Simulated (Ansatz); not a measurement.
Frontier orbitals of CH4AlFO.

Z-matrix (Å, degrees):
```
C
Al 1 1.932
O 1 1.529 2 67.0
H 1 1.087 2 127.4 3 -94.2
H 1 1.089 2 120.3 3 99.5
F 2 1.661 1 114.7 3 -91.8
H 2 1.572 1 126.5 3 91.2
H 3 0.962 1 111.3 2 117.0
```

Total charge 0; spin multiplicity 1. The bonds changed during the relaxation, so this is another structure than the one it started from. The geometry is a stationary point of PBE0-D4/def2-TZVP. It is one conformer, not always the lowest. Basis def2-TZVPP, the Gaussian-basis code of Ansatz.

```csv
functional,HOMO (eV),LUMO (eV),gap (eV)
LDA (SPW92),-6.38,-1.18,5.20
PBE,-6.26,-1.00,5.26
BLYP,-6.17,-0.99,5.18
PBE0,-7.62,-0.08,7.54
r2SCAN0,-7.81,0.26,8.07
HSE06 (plane-wave form),-7.21,-0.45,6.76
BHLYP,-8.93,0.65,9.58
CAM-B3LYP,-9.07,0.77,9.84
ωB97M-V,-9.91,1.47,11.38
```

A quarter of exact exchange (PBE0) shifts PBE's HOMO by −1.36 eV and its LUMO by +0.92 eV; full exchange at long range (ωB97M-V) shifts them by −3.66 and +2.47 eV. The gap opens from 5.25 to 11.38 eV, since occupied levels lose self-interaction and empty ones feel all the electrons. A positive LUMO is unbound and depends on the basis.
